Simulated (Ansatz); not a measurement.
YBr₃ was relaxed with r2SCAN-D4 (def2-SVP) in Ansatz in these states: charge +1 doublet, neutral singlet. The geometries follow in no particular order.

In the def2 sets Y takes a core potential; there is no spin–orbit coupling.

A:

```
atom   x (Å)   y (Å)   z (Å)
  Y1   0.000   0.000   0.000
 Br2  -0.476  -2.354   0.975
 Br3   2.047   1.357   0.830
 Br4  -1.571   0.997  -1.805
```

B:

```xyz
4

Y     0.410    0.877   -0.056
Br   -1.957    0.064    0.839
Br    0.719   -1.138    1.651
Br    0.828    0.197   -2.434
```

Judge from the bond lengths which geometry belongs to which state (an estimate).

A is the neutral singlet (Y1–Br4 2.592 Å, Y1–Br3 2.592 Å, Y1–Br2 2.592 Å); B is the charge +1 doublet (Y1–Br4 2.509 Å, Y1–Br3 2.659 Å, Y1–Br2 2.658 Å).
